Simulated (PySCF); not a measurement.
# Ionisation energy of Ti⁸⁺ by level of theory

Ti⁸⁺ [Ne] 3s2 3p2 [3p1/2^2, M_J = 0] → Ti⁹⁺ [Ne] 3s2 3p1 [3p1/2^1, M_J = 1/2], as a difference of total energies. All numbers are calculated (PySCF 2.14, the two-component X2C-1e Hamiltonian, in an even-tempered Gaussian basis (20 s from 0.43 bohr⁻², ratio 2.4; 13 p from 0.56 bohr⁻², ratio 2.4; 5 d from 3 bohr⁻², ratio 2.6; 4 f from 4.4 bohr⁻², ratio 2.6)). Correlated levels: 1s2 frozen; the 52 highest virtual spinors dropped. "Screened" scales the spin-orbit matrix elements by Boettger's factors to mimic the two-electron term; Breit and QED terms are absent.

```csv
method,ionisation energy (eV)
GHF (spin-free),191.21
GMP2 (spin-free),191.90
GHF (screened spin-orbit),190.97
GMP2 (screened spin-orbit),191.65
```

**Question.** How much does correlation contribute at GMP2 (screened spin-orbit)?

**Answer.** 191.65 − (190.97) = 0.68 eV, measured against GHF (screened spin-orbit).

The labels give the starting determinants; with spin-orbit coupling the two ends relaxed to ⟨J²⟩ = 1.62, ⟨L²⟩ = 1.99, ⟨S²⟩ = 1.98 and ⟨J²⟩ = 0.78, ⟨L²⟩ = 2.02, ⟨S²⟩ = 0.76.

The determinant of Ti⁸⁺ mixes levels of different J (the jj label is only the starting occupation), so the difference between spin-free and spin-orbit rows is not the physical spin-orbit shift.

For comparison: 192.1 ± 0.4 eV (semi-empirical (NIST evaluation); NIST Atomic Spectra Database, ionization energies).
